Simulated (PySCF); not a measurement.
Ce³⁵⁺ (cerium, charge +35) across methods

[Ar] 3d5, high-spin 6S determinant. Computed with PySCF 2.14 in an uncontracted even-tempered set (18 s from 5.6 bohr⁻², ratio 2.5; 12 p from 7.3 bohr⁻², ratio 2.5; 8 d from 7.3 bohr⁻², ratio 2.5; 4 f from 29 bohr⁻², ratio 2.7; 3 g from 44 bohr⁻², ratio 2.7), with the spin-free X2C one-electron Hamiltonian (Gaussian nucleus). The B2PLYP total includes its PT2 part (frozen core); its orbital energies are those of the SCF part.

| method | E (hartree) | mean ε 3p α (eV) | mean ε 3p β (eV) | mean ε 3d α (eV) | Σ⟨r²⟩ (bohr²) | ⟨S²⟩ |
| --- | --- | --- | --- | --- | --- | --- |
| LDA | -7991.24 | -2616.6 | -2596.3 | -2350.1 | 1.029 | 8.750 |
| r2SCANh | -7999.01 | -2634.1 | -2605.1 | -2360.7 | 1.028 | 8.750 |
| r2SCAN | -7999.03 | -2628.0 | -2601.1 | -2355.6 | 1.028 | 8.750 |
| PBE | -7998.53 | -2618.1 | -2597.3 | -2350.6 | 1.028 | 8.750 |
| B2PLYP | -7998.92 | -2655.4 | -2619.8 | -2379.4 | 1.028 | 8.750 |
| PBE0 | -7998.60 | -2636.0 | -2608.3 | -2364.4 | 1.028 | 8.750 |

**Question.** Estimate the same row for UHF.

**Answer.** E (hartree) = -7997.65504; mean ε 3p α (eV) = -2688.1; mean ε 3p β (eV) = -2639.0; mean ε 3d α (eV) = -2404.4; Σ⟨r²⟩ (bohr²) = 1.027; ⟨S²⟩ = 8.750.

Spin-orbit coupling, which splits the p, d and f shells strongly at this Z, is absent. Spin-orbit coupling is strong in this species (close to jj coupling), so the high-spin LS determinant is a model state, not a physical level.
